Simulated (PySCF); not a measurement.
## Calculated properties of `[Si@@H](C1CCC=1Cl)(Cl)CC#N`

Species: C₆H₇Cl₂NSi.
Atom-mapped SMILES: `[N:1]#[C:2][CH2:3][Si@@H:4]([Cl:5])[C:6]1=[C:7]([Cl:8])[CH2:9][CH2:10]1` (hydrogens: H11, H12 on C3; H13 on Si4; H14, H15 on C9; H16, H17 on C10)

Some functional groups and rings: nitrile, C=C double bond, C–Cl bond, Si–H bond, C–Si bond and cyclobutene ring.

**GFN2-xTB geometry**

| Property | Result |
| --- | --- |
| Point group of the GFN2-xTB geometry | C1 |
| Rotational constants A, B, C of the GFN2-xTB geometry | 0.927, 0.694, 0.502 GHz |

**PBE0/pcSseg-1 ground state and GIAO shieldings, non-relativistic (PySCF)**

| Quantity | Value |
| --- | --- |
| Dipole moment | 3.05 D |
| HOMO energy | -7.59 eV |
| LUMO energy | -1.15 eV |
| HOMO–LUMO gap | 6.44 eV |
| Lowest Hirshfeld atomic charge | -0.24 e on N1 |
| Highest Hirshfeld atomic charge | +0.38 e on Si4 |
| 13C chemical shifts (computed TMS as zero) by class | 163.5 (C7), 145.6 (C6), 120.0 (C2), 42.6 (C9), 28.5 (C10), 5.5 (C3) ppm |
| 1H chemical shifts (computed TMS as zero) by class | 5.23 (H13), 3.10 (H15), 2.99 (H14), 2.58 (H16), 2.48 (H17), 2.30 (H11), 1.97 (H12) ppm |
| Isotropic shieldings of nuclei other than C and H, by class | -31 (N1), 370 (Si4), 663 (Cl8), 954 (Cl5) ppm |
| Mayer bond orders between heavy atoms | N1–C2 3.04, C2–C3 1.04, C3–Si4 0.85, Si4–Cl5 1.00, Si4–C6 0.89, C6–C7 1.65, C7–Cl8 1.09, C7–C9 1.03, C9–C10 1.05, C10–C6 1.03 |

Monoisotopic mass from the formula: 190.9725 u.

With B = h/(8π²I), that is 505.379 GHz u Å² over I, the principal moments of inertia are 545.3, 728.6 and 1006.5 u Å² (most abundant isotopes); the inertial defect Ic − Ia − Ib is -267.4 u Å² (zero for a rigid planar frame, negative otherwise). In atomic units the dipole is 1.20 e·bohr (1 au = 2.5417 D). The rotational constants make it an asymmetric top with κ = (2B − A − C)/(A − C) = -0.10, midway between the prolate (−1) and oblate (+1) limits.

The structure is a single GFN2-xTB conformer in the gas phase; no vibrational or solvent corrections.

For the NMR shielding job (PBE0/pcSseg-1), time: 2.4 min wall, 2.1 min CPU; peak memory 1.1 GiB. Hardware: an Intel Xeon at 2.50 GHz with one thread, no GPU, shared host with 64 logical CPUs at a one-minute load of 54.

Conformer computed: `[N:1]#[C:2][CH2:3][Si@@H:4]([Cl:5])[C:6]1=[C:7]([Cl:8])[CH2:9][CH2:10]1`: C2–C3–Si4–Cl5 -175°, C3–Si4–C6–C7 -16°.
